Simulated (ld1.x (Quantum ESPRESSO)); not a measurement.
## Before and after: TM semilocal potential for Sn

tin, norm-conserving Troullier–Martins (semilocal form), made with ld1.x (Quantum ESPRESSO) 7.5 (PBE, scalar-relativistic). Core [Kr] 4d10, reference 5s2 5p1.75 (charge +0.25). Waves: 5p (bound): rc 2.45 bohr; 5d channel at 0.05 Ry: rc 2.65 bohr; 5s (bound): rc 1.50 bohr. Local part: the s channel. Core correction: none.

Change: wave 5s (bound): rc 1.50 bohr becomes 5s (bound): rc 1.22 bohr.

Cutoffs: the cutoffs (Ry, on a coarse ladder) from which the occupation-weighted sum of valence levels, in a spherical-Bessel basis at the reference potential, stays within 10 and 1 mRy of its value at 400 Ry; they do not see the model core or the augmentation charge, which bear on the density cutoff. Errors are all-electron minus pseudo energies relative to the spin-unpolarised reference configuration.

Q: Predict the effect on cutoff, ghosts and configuration errors.

A: Of the 7 tests that both files solve, the error grows in 4 and shrinks in 2 by more than 15 % and 0.3 meV (median size 18.9 → 53.6 meV); neither file shows a bound ghost. A semilocal file is local in each channel, so a ghost entry of none says nothing of the separable form that plane-wave codes build from it.

| quantity | base | changed |
| --- | --- | --- |
| cutoff, loose | 35 Ry | 140 Ry |
| cutoff, tight | 110 Ry | over 300 Ry |
| loose cutoff by channel (10 mRy a level) | p 8 Ry, s 35 Ry | p 8 Ry, s 120 Ry |
| bound ghosts | none | none |
| largest miss of a reference level, eV | 0.00 | 0.13 |
| error for 5s2 5p2, meV [ΔE -1.11 eV] | +0.5 | +16 |
| error for 5s2 5p1, meV [ΔE 5.76 eV] | +2.0 | -77 |
| error for 5s2 5p0, meV [ΔE 19.71 eV] | +41 | -244 |
| error for 5s0 5p4, meV [ΔE 13.07 eV] | +118 | +54 |
| error for 5s1 5p3, meV [ΔE 5.87 eV] | +19 | -9.4 |
| error for 5s2 5p1.5, meV [ΔE 1.50 eV] | -0.1 | -21 |
| error for 5s1 5p0, meV [ΔE 50.69 eV] | +183 | -203 |
| s: phases at 2.91 bohr within 0.05 rad from the reference energy up to (Ry; the scan ends near 5) | 0.7 | 1.2 |
| p: phases at 2.91 bohr within 0.05 rad from the reference energy up to (Ry; the scan ends near 5) | 2.5 | 2.4 |
| d: phases at 2.91 bohr within 0.05 rad from the reference energy up to (Ry; the scan ends near 5) | 0.5 | 0.4 |
